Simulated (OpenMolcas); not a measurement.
# Ho III: effect of the IPEA shift

```yaml
Program: OpenMolcas 26.06
Basis: ANO-RCC-VTZP [8s7p5d3f2g1h]
Scalar_Hamiltonian: DKH2, point nucleus
Active_space: 11 electrons in 7 orbitals (4f)
State_averaging: 2S+1 = 4 odd, 35 roots; 2S+1 = 2 odd, 112 roots (96 in the spin-orbit step)
Spin-orbit_coupling: RASSI with atomic mean-field integrals over the reference wave functions, term energies averaged over their components
```

Methods on the same reference wave functions:
A. CASSCF
B. MS-CASPT2, IPEA 0 Eh, imaginary shift 0.1 Eh (closed shells correlated: 5s 5p)
C. MS-CASPT2, IPEA 0.25 Eh, imaginary shift 0.1 Eh (closed shells correlated: 5s 5p)

Energies in cm⁻¹ above 4f¹¹ ⁴I°_15/2, the measured ground level; measured values from Martin, Zalubas and Hagan, Atomic Energy Levels: The Rare-Earth Elements, NSRDS-NBS 60 (1978); whole-number values converted from NIST levels in rydberg listed in Nahar, Atoms 12, 24 (2024).

```csv
Level,A,B,C,Measured
4f¹¹ ⁴I°_15/2,0.0,0.0,0.0,0.0
4f¹¹ ⁴I°_13/2,5539,5590,5580,5439
4f¹¹ ⁴I°_11/2,9077,8710,8790,8644
4f¹¹ ⁴I°_9/2 [58 %],11597,10660,10870,10770
4f¹¹ ⁴F°_9/2 [61 %],17371,13790,14120,13330
4f¹¹ ²H°_11/2(1) [64 %],20360,17190,17610,16891
4f¹¹ ⁴S°_3/2 [70 %],21432,16790,17650,
4f¹¹ ⁴F°_7/2,22644,18570,18940,17867
4f¹¹ ⁴F°_5/2,24483,20210,20600,19375
4f¹¹ ⁴F°_3/2 [65 %],24799,20390,20900,
4f¹¹ ²K°_15/2,29062,25630,26180,
4f¹¹ ⁴G°_11/2,29700,24660,25010,
4f¹¹ ²G°_7/2 [67 %],29888,25390,25960,
4f¹¹ ²K°_13/2,33807,30250,30820,
4f¹¹ ⁴G°_7/2 [73 %],36488,31330,31720,
4f¹¹ ²P°_1/2,36540,30540,31200,
4f¹¹ ⁴G°_5/2,37146,31540,31890,
4f¹¹ ²D°_5/2(1) [71 %],37852,32220,32870,
4f¹¹ ²I°_11/2 [69 %],45579,39250,39920,
4f¹¹ ²L°_17/2,45861,40600,41090,
4f¹¹ ²I°_13/2,47099,41290,41940,
4f¹¹ ⁴D°_7/2,47325,39170,39570,
4f¹¹ ⁴D°_3/2 [72 %],49727,41560,42040,
4f¹¹ ²L°_15/2,51013,45820,46310,
```

Deviations, from unrounded energies. A percentage is the sum of absolute deviations over the sum of measured energies, with the sign that they share, or ± where signs differ.

```
                        Against measurement  Levels      A     B     C
             mean absolute deviation (cm-1)       7   2700   380   600
      fine structure of the ground term (%)       3   +5.5  ±1.3  +1.5
other terms of the ground configuration (%)       4  +25.8  +3.4  +5.6
```

B lies closest to measurement on these levels and A furthest from it. The largest miss of B in the table is 4f¹¹ ⁴F°_5/2, by +830 cm-1. The ranking rests on the paired levels alone, and a cruder setting can come out closer through cancelling errors.

Between B and C the level of the table that moves most is 4f¹¹ ⁴S°_3/2 [70 %], by 860 cm-1 (lowest in B, highest in C). Moves below CASPT2's spread within the term are not significant.

The mean deviations of B to C differ by less than CASPT2's widest spread within a term (1600 cm-1), so their order carries little weight.

From A to B the spin-free energies of the other terms of 4f¹¹ shown, above ⁴I°, scale by factors of 0.74 to 0.87, as is usual when dynamic correlation screens the repulsion within a d or f shell.

The lowest spin-free term lies below A's lowest term by 1.007 hartree in B, 0.996 hartree in C.

CASPT2 breaks the degeneracy within a term, and the mean is taken; among the terms shown or strongly mixed into the levels shown the widest spread is 1600 cm-1 (4f¹¹ ²L°, B). High states are left out of the spin-orbit mixing, which shifts the levels that they would mix with. The CASPT2 spread within a term exceeds the gap to the next term for 4f¹¹ ⁴G° and 4f¹¹ ²K°, 4f¹¹ ⁴D° and 4f¹¹ ²L°, so the order of their levels is uncertain (figures for B; the like holds for C). Without dynamic correlation excited terms often stand tens of per cent too high (terms of higher spin than the ground term too low), and those without a measured partner can miss by more than the paired ones (holds for A). Some levels mix across a computed gap that differs much from the measured one, so their mixing is not that of the real levels (holds for A). Blocks of more than 70 roots (2S+1 = 2 odd) ran without multistate coupling (holds for B; C). Computed and measured levels are paired by configuration, term and J; levels that our copy of the source lacks, or whose pairing is in doubt (as where it misses far off the trend of its configuration), stay unpaired and out of the deviations. Levels of configurations outside the active space are missing. The table leaves out levels that lie high or whose names do not pair safely across all columns.

A share in square brackets marks a mixed level and gives the weight of the term that names it, the lowest over the columns. A number in round brackets counts repeated terms of one configuration in the order of the reference energies. ° marks odd parity.
